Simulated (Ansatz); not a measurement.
`CO[SiH](O)Cl` and `C[Si@@H](O)O[Si@H](O)Cl` differ in one atom or group.

Ansatz, PBE0-D4/def2-TZVP geometries, multiplicity 1. Each molecule was computed in one conformer, which needn't be the lowest.

| property | `CO[SiH](O)Cl` |
| --- | --- |
| LUMO energy (B3LYP/def2-TZVPP) / eV | 0.39 |
| HOMO energy (B3LYP/def2-TZVPP) / eV | -8.46 |
| HOMO energy (PBE/def2-TZVPP) / eV | -7.11 |
| HOMO–LUMO gap (ωB97M-V/def2-TZVPP) / eV | 13.36 |
| LUMO energy (PBE/def2-TZVPP) / eV | -0.19 |
| size of the dipole moment (PBE/def2-TZVPP) / D | 1.53 |

Question: What does the change do to each property? (Best estimate.)

Answer: Ansatz gave: 
```
                                      property  `C[Si@@H](O)O[Si@H](O)Cl`  shift
           LUMO energy (B3LYP/def2-TZVPP) / eV                       0.10  -0.29
           HOMO energy (B3LYP/def2-TZVPP) / eV                      -8.50  -0.04
             HOMO energy (PBE/def2-TZVPP) / eV                      -7.25  -0.14
       HOMO–LUMO gap (ωB97M-V/def2-TZVPP) / eV                      12.98  -0.38
             LUMO energy (PBE/def2-TZVPP) / eV                      -0.45  -0.26
size of the dipole moment (PBE/def2-TZVPP) / D                       2.06   0.53
```

Dipoles are sizes alone; their direction can turn.

B3LYP here is the variant with VWN-RPA as its local correlation; programs differ in this.
